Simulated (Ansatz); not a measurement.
Ansatz (a first-principles code) input (PBE0/def2-TZVPD):

Ansatz 0.2 input:
```yaml
crystal:
  periodic: [false, false, false]
  atoms:
    - {symbol: F, position_ang: [-0.00000000, -0.00000000, -1.11767544]}
    - {symbol: S, position_ang: [0.00000000, 0.00000000, 0.62869244]}
basis:
  gaussian:
    orbitals: def2-TZVPD
hamiltonian:
  xc: {name: PBE0}
total_charge: -1
output: {forces: true}
```

End of the output:

```
integrals: 0.02 GiB planned
512 factors; their error is unknown
mean field: 0.19 GiB planned
mean field evaluation 1: about -13539.4990 eV, gradient 6.8e1 eV
mean field evaluation 2: about -13528.4087 eV, gradient 1.1e2 eV
mean field evaluation 4: about -13547.5409 eV, gradient 2.6e0 eV
mean field evaluation 8: about -13547.5921 eV, gradient 1.0e-1 eV
mean field -13547.59211524 eV, -497.8648273471 hartree, gradient 7.7e-5 eV, S^2 0.000000; 0 other end points of the search recorded, 0 dependent functions left out
the calculation of the forces begins
reference -13547.59214464 eV, -497.8648284277 hartree; 13, 13 occupied and 73, 73 virtual orbitals, 512 factors
Total energy: -13547.59214464 eV, -497.8648284277 hartree
Atom 0 at    -0.000000    -0.000000    -1.117675 Å, force    -0.000000     0.000000     0.646359 eV/Å
Atom 1 at     0.000000     0.000000     0.628692 Å, force     0.000000    -0.000000    -0.646359 eV/Å
Dipole moment:     0.000000    -0.000000    -0.227746 e Å
```
